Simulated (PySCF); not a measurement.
**Electron correlation in Ni⁺ (nickel, charge +1)**

[Ar] 3d8 4s1, high-spin 4F determinant (an excited configuration). All numbers are calculated (PySCF 2.14, no relativity, point nucleus, in def2-QZVPPD). Frozen: [Ar]; 9 electrons correlated.

| level | correlation energy (mhartree) |
| --- | --- |
| CCSD | -280.13 |
| (T) | -7.89 |
| CCSD(T) | -288.02 |

Diagnostics: T1 = 0.012, D1 = 0.0336, largest double amplitude 0.016.

Is a single reference adequate?

Yes: T1 lies below 0.03 and no double amplitude reaches 0.07.
